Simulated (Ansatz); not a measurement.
BrClF2Si (`F[Si](F)(Cl)Br`). The species carries charge 0 and has multiplicity 1. The geometry is a stationary point of PBE0-D4/def2-TZVP.

```xyz
5

F    -0.865   -0.336    1.340
Si   -0.074    0.052    0.038
F    -0.356    1.570   -0.253
Cl   -0.756   -1.049   -1.498
Br    2.051   -0.237    0.373
```

(1) What is the dipole moment at B3LYP/def2-TZVPP? (Estimate.)

(2) And with PBE, r2SCAN, ωB97M-V? (Best estimate.)

(3) Give the Mulliken charges with B3LYP, r2SCAN, ωB97M-V in def2-TZVPP. (Best estimate.)

## Answers

(1) The calculation gave: 0.77 D, with components (0.52, -0.44, -0.36) D in this frame, pointing from negative to positive charge.

(2) The calculation gave: PBE 0.71 D, r2SCAN 0.70 D, ωB97M-V 0.73 D.

(3) Computed: 
```csv
atom,B3LYP,r2SCAN,ωB97M-V
F1,-0.27,-0.27,-0.26
Si2,0.84,0.85,0.77
F3,-0.27,-0.27,-0.26
Cl4,-0.17,-0.17,-0.14
Br5,-0.14,-0.14,-0.12
```

B3LYP here is the variant with VWN-RPA as its local correlation; programs differ in this.
